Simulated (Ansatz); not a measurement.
## Abstraction of H: SiH(OH)2(SiH3) + B2NH4 → Si(OH)2(SiH3) + B2NH5

Gas-phase species: SiH(OH)2(SiH3), singlet; B2NH4 `B[N]B`, doublet; Si(OH)2(SiH3), doublet; B2NH5 `BNB`, singlet. A radical takes H: the energy is the difference in strength between the Si–H bond broken and the N–H bond made.

Shapes, held fixed at every level: PBE0-D4/def2-TZVP. Flexible molecules stand in one conformer, not always the lowest. Programs: Ansatz 0.2.0. The zero-point and thermal change to 298 K, harmonic and unscaled (PBE0-D4/def2-TZVP), is +16.8 kJ/mol.

(1) Estimate ΔH(298 K) of this reaction.

## Answers

(1) The highest level, CCSD(T)/CBS estimate, gives ΔH(298 K) = -46.9 kJ/mol; the levels span -46.9 to -12.7. The column of differences is taken from that level and isn't an error. No measured value is set beside it here. Open shells run unrestricted. The CBS estimate extrapolates MP2 from def2-TZVPP and def2-QZVPP and adds CCSD(T) − MP2 in the triple-zeta set, cores frozen. CCSD(T)/CBS estimate lies outside the range of the other correlated levels here, so it shouldn't be taken on trust.

```csv
level,kind,ΔH(298 K) (kJ/mol),less CCSD(T)/CBS estimate
HF/def2-SVP,Hartree–Fock,-12.7,+34.2
HF/def2-TZVPP,Hartree–Fock,-17.1,+29.8
r2SCAN0-D4/def2-TZVPP,global hybrid,-31.1,+15.8
wB97M-V/def2-TZVPP,range-separated hybrid,-36.5,+10.4
B2PLYP/def2-TZVPP,double hybrid,-38.2,+8.7
CCSD/def2-SVP,coupled cluster or CI,-36.1,+10.8
CCSD(T)/def2-TZVPP,coupled cluster or CI,-43.6,+3.3
CCSD(T)/CBS estimate,coupled cluster or CI,-46.9,0.0
```
